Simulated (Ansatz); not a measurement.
`F[Si](F)(F)[AlH2]` → `[F][AlH2]` + `F[Si]F`  (silylene loss)

Program: Ansatz. Geometries: PBE0-D4/def2-TZVP. ΔE: electronic, gas phase. CBS: MP2 limit from def2 TZ/QZ plus the TZ coupled-cluster correction, frozen cores. This one scheme is used for every species. DFT in def2-TZVPP.

`F[Si](F)(F)[AlH2]`:

```xyz
7

F    -0.818   -1.861   -0.862
Si   -0.305   -0.359   -0.896
F    -1.499    0.498   -1.500
F     0.862   -0.321   -1.975
Al    0.433    0.498    1.295
H     0.354   -0.435    2.569
H     0.974    1.982    1.370
```

`[F][AlH2]`:

Cartesian coordinates in Å:
```
F 0.825 0.968 0.962
Al -0.029 -0.034 -0.033
H -1.356 0.541 -0.658
H 0.560 -1.476 -0.271
```

`F[Si]F`:

Z-matrix (Å, degrees):
```
Si
F 1 1.602
F 1 1.602 2 100.6
```

(1) Is it downhill or uphill in electronic energy at CCSD(T)/CBS, and by how much? (An estimate is asked.)

(2) What do these levels give: LDA (SPW92), B97M-V, PBE0-D4, B2PLYP, HF/def2-SVP, HF/def2-QZVPP? (Estimate.)

Largest T1 diagnostic among the species: 0.015.

Answers

(1) Ansatz gave: Uphill: ΔE = +1.05 eV.

(2) The calculation gave: LDA (SPW92) 1.29, B97M-V 1.02, PBE0-D4 1.22, B2PLYP 0.93, HF/def2-SVP 0.91, HF/def2-QZVPP 1.07 eV.

From r2SCAN to r2SCAN0 (25 % exact exchange), in def2-TZVPP and without D4, ΔE moves by +0.07 eV. The D4 term adds +0.12 eV with B3LYP and +0.06 eV with PBE0; it sums over pairs of atoms, weighted by their polarisabilities, and B3LYP, whose exchange is more repulsive, gets the larger term.

B3LYP here is the variant with VWN-RPA as its local correlation; programs differ in this.
